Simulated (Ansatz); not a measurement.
`FB(F)[SiH3]` → `FBF` + `[SiH2]`  (silylene loss)

Isolated molecules relaxed with PBE0-D4/def2-TZVP in Ansatz; ΔE leaves out vibrations. CCSD(T)/CBS adds triple-zeta CCSD(T) − MP2 to the extrapolated MP2 energy (def2 sets, frozen cores). This one scheme is used for every species. Functionals use def2-TZVPP.

`FB(F)[SiH3]`:

Z-matrix (Å, degrees):
```
Si
B 1 2.035
H 1 1.484 2 111.0
H 1 1.488 2 108.5 3 -120.0
H 1 1.486 2 109.7 3 121.5
F 2 1.320 1 121.2 3 -168.2
F 2 1.319 1 122.6 3 12.6
```

`FBF`:

```xyz
4

F    -0.358   -0.271   -1.213
B    -0.018   -0.019    0.030
F     0.929    0.866    0.245
H    -0.553   -0.576    0.937
```

`[SiH2]`:

Cartesian coordinates in Å:
```
Si 0.290 0.562 0.327
H -1.136 0.153 -0.030
H 0.846 -0.715 -0.296
```

CCSD(T)/CBS gives +50.2 kcal/mol.

**Question.** Another level gave +50.3 kcal/mol. Which?
A. LDA (SPW92)/def2-TZVPP
B. B97M-V/def2-TZVPP
C. ωB97X-V/def2-TZVPP
D. B2PLYP/def2-TZVPP

**Answer.** B. B97M-V 50.3, B2PLYP 49.3, ωB97X-V 53.7, LDA (SPW92) 60.1 kcal/mol.

Largest T1 diagnostic among the species: 0.014.

From BLYP to BHLYP (50 % exact exchange), in def2-TZVPP and without D4, ΔE moves by +3.8 kcal/mol. At CCSD(T), def2-SVP lies −3.6 kcal/mol from the extrapolated value and def2-TZVPP −1.4 kcal/mol. In def2-TZVPP, CCSD(T) changes the Hartree–Fock value by +3.9 kcal/mol (the triples alone add +1.1 kcal/mol) and MP2 by +6.8 kcal/mol.
